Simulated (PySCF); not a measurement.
SMILES [Ca]([Cl])[Cl], PBE0/def2-SVP optimised geometry.

```
3

Ca    -0.06    -0.37     0.00
Cl     2.39    -0.37     0.00
Cl    -2.39     0.37     0.00
```

Density from PBE0/def2-TZVP run with PySCF at that geometry.

Minimum of the electron density along straight lines between bonded atoms, close to the bond critical point (lines longer than 1.1 times the sum of covalent radii, or with two minima, are not listed):

| bond | length / Å | ρ at the minimum / e bohr⁻³ | ∇²ρ there / e bohr⁻⁵ | position (fraction from the first atom) |
|---|---|---|---|---|
| Ca1–Cl2 | 2.444 | 0.056 | 0.22 | 0.46 |
| Ca1–Cl3 | 2.444 | 0.056 | 0.22 | 0.46 |
